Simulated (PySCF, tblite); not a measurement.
Species: C5H4OP2.
Numbering: `[O:1]=[CH:2][c:3]1[cH:4][p:5][cH:6][p:7][cH:8]1` (hydrogens: H9 on C2; H10 on C4; H11 on C6; H12 on C8)

Computed geometry: GFN2-xTB, gas phase.

(1) Give the optimised bond lengths and angles.

Results:

(1) 
```csv
bond,length (Å),order
O1=C2,1.202,double
C2–C3,1.481,single
"C3–C4, C3–C8",1.389,aromatic
"C4–P5, P7–C8",1.732,aromatic
"P5–C6, C6–P7",1.731,aromatic
C2–H9,1.109,single
"C4–H10, C8–H12",1.085,single
C6–H11,1.087,single
```

Bonds in one row agree within 0.01 Å and their mean is given. Orders are formal, as drawn. A selection of angles:
```csv
angle,degrees
O1–C2–C3,125.2
O1–C2–H9,121.1
C3–C2–H9,113.7
C2–C3–C4,116.5
C2–C3–C8,117.4
C4–C3–C8,126.1
C3–C4–P5,128.5
C3–C4–H10,115.4
P5–C4–H10,116.1
C4–P5–C6,102.5
P5–C6–P7,132.0
P5–C6–H11,114.1
C6–P7–C8,102.6
C3–C8–P7,128.3
C3–C8–H12,116.7
```

Torsions: O1–C2–C3–C4 0° (synperiplanar).

All 4 C–P bonds measure 1.730 to 1.733 Å. The 8 heavy atoms lie in one plane (0.001 Å rms). The 6-membered ring C3–C4–P5–C6–P7–C8 has internal angles of 102.5° to 132.0°; it is planar, 0.00 Å rms from its mean plane, widest ring torsion 0°. Of the pairs four or more bonds apart, O1···H10 is among the closest relative to their van der Waals radii: 2.40 Å, 88 % of the sum of Bondi's values. The 3 C–C bonds span 1.389 Å (C3–C8, aromatic) to 1.481 Å (C2–C3, drawn single), a spread of 0.092 Å.

Point group: Cs (tolerance 0.08 Å). Its GFN2-xTB frequencies are all real (lowest 76 cm⁻¹). The numbers are those of one conformer.
